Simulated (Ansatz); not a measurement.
C5H5F, singlet, at a GFN2-xTB geometry; HF/def2-TZVPD in Ansatz (a first-principles code).

Input for Ansatz:
Ansatz 0.2 input:
```yaml
crystal:
  periodic: [false, false, false]
  atoms:
    - {symbol: F, position_ang: [-1.82096329, 0.93134360, 0.16655221]}
    - {symbol: C, position_ang: [-0.60666331, 0.37838064, 0.03407842]}
    - {symbol: C, position_ang: [0.50451477, 0.96131563, -0.42949283]}
    - {symbol: C, position_ang: [1.56273001, -0.02731668, -0.38562436]}
    - {symbol: C, position_ang: [1.08978735, -1.18413163, 0.09736645]}
    - {symbol: C, position_ang: [-0.36215080, -1.04138228, 0.41875213]}
    - {symbol: H, position_ang: [0.61534864, 1.97123595, -0.77495685]}
    - {symbol: H, position_ang: [2.56985940, 0.17319430, -0.70271951]}
    - {symbol: H, position_ang: [1.63248157, -2.09833219, 0.24787929]}
    - {symbol: H, position_ang: [-0.98478061, -1.73094916, -0.15492757]}
    - {symbol: H, position_ang: [-0.57354749, -1.21843538, 1.47527587]}
basis:
  gaussian:
    orbitals: def2-TZVPD
hamiltonian:
  xc: hf
```

Task: Predict the main parts of the log of this Ansatz run.

Result: 
```
Functional definition: HF
1735 factors; their error is unknown
mean field evaluation 1: about -7934.8541 eV, gradient 3.9e1 eV
mean field evaluation 2: about -7938.1803 eV, gradient 1.8e1 eV
mean field evaluation 4: about -7938.9429 eV, gradient 1.4e0 eV
mean field evaluation 8: about -7938.9494 eV, gradient 7.5e-2 eV
mean field evaluation 16: about -7939.0774 eV, gradient 9.4e-6 eV
mean field -7939.07742855 eV, -291.7557141992 hartree, gradient 9.4e-6 eV, S^2 0.000000; 0 other end points of the search recorded, 0 dependent functions left out
reference -7939.07742855 eV, -291.7557141992 hartree; 22, 22 occupied and 248, 248 virtual orbitals, 1735 factors
Total energy: -7939.07742855 eV, -291.7557141992 hartree
```
